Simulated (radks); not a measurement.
Spin polarisation of the 5d1 shell in neutral lutetium. Start: [Xe] 4f14 5d(up 0.5, down 0.5) 6s2; electrons of 5d are moved from spin down to spin up, other shells keep equal spins. Calculated with a radial shooting solver on a logarithmic mesh with Libxc functionals: non-relativistic Kohn-Sham, LDA (Slater exchange, Perdew-Wang correlation), spin-polarised, spherical densities, point nucleus.

moment (Bohr magnetons),E - E(0) (eV),e(5d up) (eV),e(5d down) (eV),6s down minus up (eV),4f down minus up (eV)
0,0.000,-2.821,-2.821,0.000,0.000
0.25,-0.007,-2.877,-2.760,0.081,0.018
0.5,-0.029,-2.930,-2.695,0.163,0.035
0.75,-0.066,-2.979,-2.627,0.244,0.053
1,-0.117,-3.024,-2.554,0.327,0.070

At moment 1 the spin-polarisation energy is -0.117 eV and the 5d exchange splitting 0.470 eV, that is 0.470 eV per Bohr magneton; E = -I m^2/4 would give I = 0.470 eV.
